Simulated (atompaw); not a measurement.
# Scattering properties, PAW (atompaw) potential for Cu

```json
{
  "Element": "Cu (Z = 29)",
  "Generator": "atompaw 4.2.0.5",
  "Type": "PAW",
  "Functional": "PBEsol",
  "Relativity": "scalar-relativistic",
  "Frozen core": "[Ar]",
  "Valence charge": "11",
  "Reference configuration": "3d10 4s1 4p0",
  "Partial waves": "4s (bound): rc 2.95 bohr; 4s channel at 3.95 Ry: rc 2.95 bohr; 4p (bound, empty): rc 2.95 bohr; 4p channel at 2.45 Ry: rc 2.95 bohr; 3d (bound): rc 0.80 bohr; 3d channel at 4.35 Ry: rc 0.80 bohr",
  "Local potential": "troulliermartins scheme with l = 3 at 0 Ry, radius 2.90 bohr",
  "Core correction": "smooth core density matched at 2.10 bohr",
  "Augmentation charge": "gaussian compensation charge, radius 2.70 bohr; PAW radius 2.95 bohr; waves and projectors: custom rrkj vanderbiltortho"
}
```

The phase is arctan(r·u′/u) with u = r·R(r), unwrapped; energies in Ry, scanned from -2 to 5 Ry. A pole is an energy at which the radial function vanishes at the test radius. The pseudo phase is shifted by a multiple of π to meet the all-electron one at the reference energy, and phase errors are pseudo minus all-electron; the curves can meet again beyond the range given. Levels narrower than the energy grid can be missing from the lists of poles.

Q: For each channel, where are the poles, and over which energies does the pseudopotential scatter like the atom?

A:

```csv
channel,radius (bohr),reference energy (Ry),"poles, all-electron","poles, pseudo",unbroken range about the reference energy with phases within 0.05 rad,phase error 1 Ry above the reference energy (rad)
s,2.97,-0.34,0.58,0.57,the whole range,-0.003
p,2.97,-0.05,1.44,1.44,below 3.6,-0.001
d,2.97,-0.37,"-0.32, 3.06","-0.32, 3.06",the whole range,-0.004
```

Phases in the p channel:

| E (Ry) | all-electron | pseudo |
| --- | --- | --- |
| -2.00 | 1.315 | 1.314 |
| -1.52 | 1.270 | 1.270 |
| -1.04 | 1.193 | 1.193 |
| -0.56 | 1.024 | 1.024 |
| -0.08 | 0.414 | 0.414 |
| 0.40 | -0.987 | -0.988 |
| 0.88 | -1.407 | -1.408 |
| 1.36 | -1.553 | -1.554 |
| 1.84 | -1.641 | -1.642 |
| 2.32 | -1.721 | -1.721 |
| 2.80 | -1.823 | -1.824 |
| 3.28 | -2.024 | -2.031 |
| 3.76 | -2.705 | -2.798 |
| 4.24 | -4.006 | -4.109 |
| 4.72 | -4.399 | -4.454 |
